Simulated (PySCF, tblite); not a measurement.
Isomers of [C5H3NO]+ (charge +1 and doublet state), one GFN2-xTB conformer each. Single-point energies are computed at B3LYP/pcH-1 (PySCF, gas phase, no added dispersion term), electronic only. GFN2-xTB treats the open shell by occupation alone, and not every SCF solution was tested for stability.

```csv
SMILES,GFN2-xTB relative energy (kJ/mol)
[CH+]=[C]c1cnco1,2.3
N#C[C+]1[CH]C=CO1,0.0
```

**Question.** What does B3LYP/pcH-1 give for the same structures?

**Answer.** 
| SMILES | B3LYP/pcH-1 E (Eh) | B3LYP/pcH-1 (kJ/mol) | GFN2-xTB (kJ/mol) | point group |
| --- | --- | --- | --- | --- |
| N#C[C+]1[CH]C=CO1 | -321.93750 | 0.0 | 0.0 | Cs |
| [CH+]=[C]c1cnco1 | -321.90646 | 81.5 | 2.3 | near Cs |

Both levels put the same isomer lowest. 

**Question.** What happens when harmonic zero-point energies from GFN2-xTB frequencies are added?

**Answer.** 
```
           SMILES  ZPE (kJ/mol)  electronic (kJ/mol)  with ZPE (kJ/mol)
N#C[C+]1[CH]C=CO1         167.8                  0.0                0.0
 [CH+]=[C]c1cnco1         166.2                 81.5               80.0
```

The zero-point energies span 1.6 kJ/mol. The order is unchanged.
